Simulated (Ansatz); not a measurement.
H7N3OTi (`[NH2][Ti]([NH2])([NH2])[OH]`). The species carries charge 0 and has multiplicity 1.

Z-matrix (Å, degrees):
```
Ti
N 1 1.891
N 1 1.889 2 110.8
N 1 1.889 2 106.2 3 114.3
O 1 1.807 2 110.6 3 -121.7
H 2 1.009 1 124.6 3 -88.7
H 2 1.010 1 124.9 3 97.1
H 3 1.011 1 122.8 2 -145.3
H 3 1.010 1 125.4 2 17.8
H 4 1.011 1 124.5 2 57.9
H 4 1.009 1 125.0 2 -123.6
H 5 0.956 1 135.3 2 -114.1
```

(1) What are the harmonic wavenumbers in cm⁻¹ at PBE0-D4/def2-TZVP (Ansatz, finite differences of forces, unscaled)? (Estimate.)

(2) Is this a minimum?

(3) Give the ideal-gas thermochemistry at 298.15 K and 1 bar (rigid rotor, harmonic oscillator; point group C1, symmetry number 1).

Results:

(1) The calculation gave: 116, 161, 168, 187, 194, 229, 272, 303, 365, 399, 408, 438, 447, 511, 529, 530, 670, 718, 730, 777, 1521, 1523, 1527, 3564, 3567, 3569, 3667, 3673, 3674, 3956.

(2) Yes, all 30 modes are real.

(3) Zero-point energy 229.7 kJ/mol; H(298) − E = 258.0 kJ/mol; entropy 385.0 J/(mol·K), of which translation 167.8, rotation 112.3, vibration 104.9; G(298) − E = 143.2 kJ/mol.
